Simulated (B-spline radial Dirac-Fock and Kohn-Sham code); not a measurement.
**Lu³⁴⁺: scattering cross sections and density moments**

System: the Lu³⁴⁺ ion in the configuration [Kr] 4d1.

Input file task.json (cfg lists n, l and occupation; rrms is the nuclear radius in fm):

```json
{"items": [{
  "Z": 71,
  "q": 34,
  "cfg": [[1, 0, 2], [2, 0, 2], [2, 1, 6], [3, 0, 2], [3, 1, 6], [3, 2, 10], [4, 0, 2], [4, 1, 6], [4, 2, 1]],
  "A": 175,
  "rrms": 5.37,
  "do": ["scatter"],
  "s": [0.0, 0.05, 0.1, 0.15, 0.2, 0.25, 0.3, 0.35, 0.4, 0.45, 0.5, 0.6, 0.7, 0.8, 0.9, 1.0, 1.1, 1.2, 1.4, 1.6, 1.8, 2.0, 2.5, 3.0, 3.5, 4.0, 5.0, 6.0],
  "pz": [0, 0.1, 0.2, 0.3, 0.4, 0.5, 0.6, 0.8, 1.0, 1.2, 1.4, 1.6, 1.8, 2.0, 2.5, 3.0, 4.0, 5.0, 7.0, 10.0, 15.0, 20.0, 30.0, 40.0, 60.0, 100.0],
  "hv_scatter": [2000, 8047.8, 20000, 30000, 100000, 200000, 500000, 1000000]
}]}
```

Launch: `python xray_run.py task.json out`

These are calculated numbers from a radial B-spline solver; the model is Dirac-Fock orbitals of the configuration average with a finite nucleus.

* Sum of ⟨r⟩: 8.180 bohr
* Sum of ⟨r²⟩: 2.868 bohr²
* Sum of ⟨1/r⟩: 459.55 per bohr
* Langevin diamagnetic susceptibility: -2.27 × 10⁻⁶ cm³/mol
* Lamb shielding (α²/3)Σ⟨1/r⟩: 8157 ppm

Coherent scattering is the Thomson cross section weighted by f₀², without anomalous dispersion; incoherent scattering is Klein-Nishina weighted by S. The Lamb formula is the non-relativistic shielding expression. Electron correlation is left out. A dash stands where the photon energy is too low for the impulse approximation behind that column.

```
hν (keV)  coherent (b)  incoherent (b)  incoherent per electron (b)
       2         897.4               –                            –
  8.0478         734.9           2.156                       0.0583
      20         391.8           6.637                        0.179
      30         250.4           9.065                        0.245
     100         41.97           13.92                        0.376
     200         12.51           13.32                        0.360
     500         2.283           10.30                        0.278
    1000        0.5948           7.698                        0.208
```

Incoherent scattering overtakes coherent scattering between 100 and 200 keV.
